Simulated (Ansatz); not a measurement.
Ansatz (a first-principles code) input (LC-wPBE/def2-TZVPD):

Ansatz 0.2 input:
```yaml
crystal:
  periodic: [false, false, false]
  atoms:
    - {symbol: C, position_ang: [-1.36090758, -0.74492313, 0.05796310]}
    - {symbol: B, position_ang: [-0.09801481, -0.01661416, -0.01562572]}
    - {symbol: C, position_ang: [1.30082692, -0.51887884, 0.60266465]}
    - {symbol: O, position_ang: [0.05501789, 1.26905160, -0.66470020]}
    - {symbol: H, position_ang: [-2.29988469, -0.38190430, -0.37089797]}
    - {symbol: H, position_ang: [-1.46138891, -1.71174310, 0.54971718]}
    - {symbol: H, position_ang: [2.07507564, -0.61414671, -0.17183917]}
    - {symbol: H, position_ang: [1.69712585, 0.19394759, 1.33969846]}
    - {symbol: H, position_ang: [1.20563674, -1.49023284, 1.09816572]}
    - {symbol: H, position_ang: [-0.80614980, 1.51754917, -1.01288049]}
basis:
  gaussian:
    orbitals: def2-TZVPD
hamiltonian:
  xc: {name: LC-wPBE}
total_charge: -1
output: {forces: true}
```

End of the output:

```
integrals: 0.11 GiB planned
1003 factors; their error is unknown
integrals: 0.15 GiB planned
530 factors; integrals over basis functions are off by at most 1.7e-5 eV
0.35 GiB of the device are held for the grids
1.33 GiB of device memory are held for the factors and their scratch space
mean field: 0.83 GiB planned
mean field evaluation 1: about -4891.5796 eV, gradient 4.1e1 eV
mean field evaluation 2: about -4893.4787 eV, gradient 3.1e1 eV
mean field evaluation 4: about -4895.5137 eV, gradient 1.8e0 eV
mean field evaluation 8: about -4895.5194 eV, gradient 5.0e-2 eV
mean field evaluation 16: about -4895.4898 eV, gradient 7.9e-5 eV
mean field -4895.48975284 eV, -179.9059301347 hartree, gradient 3.2e-5 eV, S^2 0.000000; 0 other end points of the search recorded, 0 dependent functions left out
the calculation of the forces begins
reference -4895.48975285 eV, -179.9059301350 hartree; 16, 16 occupied and 189, 189 virtual orbitals, 1003 factors
Total energy: -4895.48975285 eV, -179.9059301350 hartree
Atom 0 at    -1.360908    -0.744923     0.057963 Å, force     0.029593     0.095043    -0.043412 eV/Å
Atom 1 at    -0.098015    -0.016614    -0.015626 Å, force     0.067185    -0.016992     0.025883 eV/Å
Atom 2 at     1.300827    -0.518879     0.602665 Å, force     0.075499     0.011657     0.012646 eV/Å
Atom 3 at     0.055018     1.269052    -0.664700 Å, force    -0.163363    -0.050973    -0.013597 eV/Å
Atom 4 at    -2.299885    -0.381904    -0.370898 Å, force     0.006988     0.009368    -0.003261 eV/Å
Atom 5 at    -1.461389    -1.711743     0.549717 Å, force     0.028598    -0.003760     0.009161 eV/Å
Atom 6 at     2.075076    -0.614147    -0.171839 Å, force    -0.086551     0.013674     0.026608 eV/Å
Atom 7 at     1.697126     0.193948     1.339698 Å, force    -0.065945    -0.030385    -0.055805 eV/Å
Atom 8 at     1.205637    -1.490233     1.098166 Å, force    -0.020974     0.038949    -0.026067 eV/Å
Atom 9 at    -0.806150     1.517549    -1.012880 Å, force     0.128971    -0.066581     0.067844 eV/Å
Dipole moment:     0.329543     0.252438    -0.052558 e Å
```

It need not be the lowest isomer of its formula. Whether it binds its extra electron was not tested at this geometry.
